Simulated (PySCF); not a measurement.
# One molecule, several mistakes: AlClGeH3O cation

These are calculations, not measurements. The program is PySCF 2.14.0, an open-source quantum chemistry code, run on an isolated molecule that a program drew, which may never have been made. The molecule is AlClGeH3O cation (charge +1, singlet), drawn as the SMILES string `[OH][Al+][GeH2][Cl]`.

Each row is a Hartree-Fock (HF) and frozen-core CCSD(T) single point in the cc-pV(D+d)Z basis, meant for a local HF minimum. Run 1 is clean. Each other run has one planted mistake out of seven kinds, and not every kind appears here: one electron removed, one electron added, multiplicity raised by two, geometry at a saddle point, minimal basis STO-3G, one bond length entered in bohr, all coordinates scaled. The reference is restricted for singlets and unrestricted otherwise, and also for a bond in bohr. Adding or removing an electron swaps singlet and doublet. Electrons count all cores. HOMO and LUMO are orbital energies over both spins, the gradient is its largest component, and the lowest frequency (negative if imaginary) is given only where the gradient is small. Bond lengths are over the 6 bonds as drawn. T1 is the CCSD diagnostic: over 0.02 (restricted) or 0.045 (unrestricted) a single reference is doubtful. Germanium has the cc-pVDZ-PP basis, with a core potential (ECP10MDF) in place of its 10 inner electrons, and its 3s, 3p and 3d shells are frozen in CCSD(T).

Geometry of the clean run:
```xyz
7
AlClGeH3O cation, angstrom
O    -2.6797    2.2531    0.2219
Al   -1.7126    1.2024    0.9504
Ge   -0.0981   -0.4556    2.0487
Cl    1.6050   -0.2421    0.7772
H    -3.2269    2.8757   -0.2259
H     0.1751    0.0677    3.4411
H    -0.7284   -1.8237    1.9141
```

| run | electrons | basis functions | <S^2> | HOMO (eV) | LUMO (eV) | gradient (hartree/bohr) | lowest frequency (cm^-1) | mean bond (Å) | longest bond (Å) | T1 | HF (hartree) | CCSD(T) (hartree) | mistake |
|---|---|---|---|---|---|---|---|---|---|---|---|---|---|
| 1 | 72 | 98 | 0.000 | -15.90 | -4.05 | 2.7e-05 | 67 | 1.7113 | 2.562 | 0.0151 | -1071.25949 | -1071.76731 | no fault |
| 2 | 72 | 98 | 2.013 | -11.78 | -8.12 | 5.6e-02 | - | 1.7113 | 2.562 | 0.0474 | -1071.09934 | -1071.60182 | multiplicity raised by two |
| 3 | 73 | 98 | 0.780 | -5.37 | 1.24 | 4.3e-02 | - | 1.7113 | 2.562 | 0.0501 | -1071.43182 | -1071.95414 | one electron added |
| 4 | 71 | 98 | 0.771 | -22.35 | -13.30 | 4.5e-02 | - | 1.7113 | 2.562 | 0.0401 | -1070.71836 | -1071.20813 | ? |

**Which mistake was planted in run 4, and what did it cost?**

It counts 71 electrons, one fewer than the clean run, at the same geometry and basis. So the mistake is: one electron removed. Subtracting run 1 and multiplying by 627.51 kcal/mol a hartree, the energy moved by 339.6 kcal/mol in HF and 350.9 kcal/mol in CCSD(T).

Cautions from the logs. Run 2: T1 is over the limit, so its CCSD(T) energy is less reliable; run 3: T1 is over the limit, so its CCSD(T) energy is less reliable.
